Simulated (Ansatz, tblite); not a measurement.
Hf oxide hydroxide: vertical triplet (eV) at several levels, gas phase, relaxed structures; Ansatz, xTB through tblite. Clusters are the lowest isomers that short searches found in that spin, judged at the geometry's level. Core potentials for Hf in the def2 sets, no spin–orbit coupling. xTB has no spin-polarisation term. The structures are stationary points that may keep the symmetry of their start. Remarks come from the PBE and PBE0 runs and from stability tests at other levels; not every state was tested. HOMO above LUMO (over both spins in singlets and doublets, within one spin in higher multiplets; at PBE or PBE0), or a gap under 0.15 eV within one spin, warns that the state may not be the lowest or that an electron is smeared out.

```csv
species,state,geometry,GFN1-xTB,GFN2-xTB,r2SCAN-D4/def2-TZVP,PBE0-D4/def2-TZVP,remarks
HfO3H2 (with an O–O bond),singlet,B3LYP-D4/def2-TZVP,3.97,3.74,3.15,3.34,gap within one spin near zero at PBE or PBE0 (triplet)
HfO4H4 (with an O–O bond),singlet,r2SCAN-D4/def2-SVP,4.87,4.55,4.02,4.16,–
Hf2O5H2 (with an O–O bond),singlet,r2SCAN-D4/def2-SVP,3.38,3.03,2.71,2.86,gap within one spin near zero at PBE or PBE0 (triplet)
```

Q: Estimate the column for PBE-D4/def2-TZVP.

A: HfO3H2 (with an O–O bond) 3.11; HfO4H4 (with an O–O bond) 4.06; Hf2O5H2 (with an O–O bond) 2.70.

Over the 3 species that have every level, the mean is 4.07 at GFN1-xTB, 3.77 at GFN2-xTB, 3.29 at PBE-D4/def2-TZVP, 3.30 at r2SCAN-D4/def2-TZVP, 3.46 at PBE0-D4/def2-TZVP.
